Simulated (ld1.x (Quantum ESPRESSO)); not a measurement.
## chromium (Cr), TM: configuration errors across variants

* Element: chromium (Cr)
* Generator: ld1.x (Quantum ESPRESSO) 7.5
* Type: norm-conserving Troullier–Martins (Kleinman–Bylander form)
* Functional: PBE
* Relativity: scalar-relativistic
* Frozen core: [Ne] 3s2
* Valence charge: 12
* Reference configuration: 3p6 3d5 4s0.75 4p0 (charge +0.25)
* Partial waves: 4s (bound): rc 2.10 bohr; 3p (bound): rc 1.20 bohr; 3d (bound): rc 2.05 bohr
* Local potential: all-electron potential smoothed inside 1.30 bohr (lloc = -1)
* Core correction: Bessel-smoothed model core inside 1.20 bohr

All-electron excitation energies from the reference (eV): (1) 3p6 3d5 4s1 4p0 -1.175; (2) 3p6 3d5 4s0 4p0 5.726; (3) 3p6 3d4 4s0 4p0 21.779; (4) 3p6 3d2 4s0 4p0 100.888; (5) 3p6 3d5.5 4s0.5 4p0 -0.449; (6) 3p6 3d4 4s1 4p0 6.812; (7) 3p6 3d5 4s0 4p1 1.946.

Tests that are not counted but printed errors over 1 eV. “local potential all-electron potential smoothed inside 1.70 bohr (lloc = -1)”: 3p6 3d4 4s1 4p0 (solver errors, printed error -1.8 eV).

2 further variants failed, have other tests or too few solved ones, and are left out.

A true bound ghost makes a file unfit for plane-wave use even where its test errors are small: the radial tests pick states by their node count and pass the ghost by. Where a test does run into it, the solver fails or the error is huge.

Errors AE − PS in meV (a dash: test not solved or not reliable):

```tsv
change	(1)	(2)	(3)	(4)	(5)	(6)	(7)	bound ghosts
base	0.0	-3.5	-4.0	+754	-2.3	-2.4	+2.1	s
all radii but the core radius scaled by about 1.15 (s 2.42, p 1.38, d 2.36 bohr); local potential all-electron potential smoothed inside 1.50 bohr (lloc = -1)	+0.2	-2.2	-1.8	+1502	-1.7	+12	-8.9	s
core correction Bessel-smoothed model core inside 0.74 bohr	0.0	-3.5	-4.0	+755	-2.3	-2.4	+2.1	s
wave 3d (bound): rc 2.05 bohr becomes 3d (bound): rc 2.98 bohr	+0.6	-3.9	+28	+4229	+6.6	+129	+1.4	s
wave 3p (bound): rc 1.20 bohr becomes 3p (bound): rc 0.80 bohr	0.0	-3.5	-4.0	+751	-2.3	-2.5	+0.7	s
local potential the s channel	-0.1	-4.7	-119	-400	-12	-82	-388	none
local potential all-electron potential smoothed inside 1.70 bohr (lloc = -1)	0.0	-3.6	-8.2	+688	-3.9	–	-27	s
wave 3d (bound): rc 2.05 bohr becomes 3d (bound): rc 1.24 bohr	-0.4	-8.4	+1.7	-188	-3.0	-23	+1.2	s
```

Problem. Give the same row for: wave 4s (bound): rc 2.10 bohr becomes 4s (bound): rc 2.90 bohr.

Solution. +0.1, -3.3, -12, +718, -1.6, +4.3, +1.7; bound ghosts: s.
